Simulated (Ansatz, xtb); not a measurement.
# A geometry optimisation of GaGeH3Zn with r2SCAN-D4/def2-SVP

The starting geometry of this gas-phase singlet was built from a drawn formula by distance geometry and a force field; its bonds are those of `[ZnH][Ge][GaH2]`.

```xyz
6

Ga   -1.9512    0.5015   -2.5645
Ge   -1.4503    1.4014   -0.2510
Zn   -0.8886   -0.7965    1.1700
H    -0.6553   -1.4315    0.1851
H    -2.5424   -0.4847   -1.7936
H    -0.5327   -0.3009   -2.5178
```

Predict what becomes of its bonds when it is optimised with r2SCAN-D4/def2-SVP.

New bonds form, giving a structure given below by its coordinates. Distances that change by over a tenth: Ga1–H5 (1.38 → 2.14 Å), Ga1–H6 (1.63 → 2.14 Å), Ge2–Zn3 (2.68 → 2.40 Å), Zn3–H4 (1.19 → 1.55 Å). Contacts that close: Ge2–H5 (2.67 → 1.64 Å), Ge2–H6 (2.98 → 1.64 Å).

The energy falls by 6.21 eV over 19 steps:

```
step  E − E(last) (eV)
   1             6.207
   3             3.215
   5             2.186
   7             1.183
   9             0.280
  11             0.025
  13             0.010
  15             0.004
  17             0.000
  19             0.000
```

Final geometry (Å):

```yaml
atoms:
  - { symbol: Ga, position_ang: [-2.2460, 1.0977, -3.2396] }
  - { symbol: Ge, position_ang: [-1.4533, 0.7935, -0.8994] }
  - { symbol: Zn, position_ang: [-0.7378, -0.9735, 0.5634] }
  - { symbol: H, position_ang: [-0.2753, -2.1158, 1.5087] }
  - { symbol: H, position_ang: [-2.6801, -0.0998, -1.5235] }
  - { symbol: H, position_ang: [-0.6280, 0.1871, -2.1815] }
```

From the same start GFN2-xTB ends elsewhere, differing in Ga1–H5 (1.76 against 2.14 Å here), Ge2–H5 (4.20 against 1.64 Å here).

The end wasn't checked by frequencies. Run with Ansatz 0.2.0, 65 s on 2 threads of Arm Neoverse V2, with other jobs on the host.
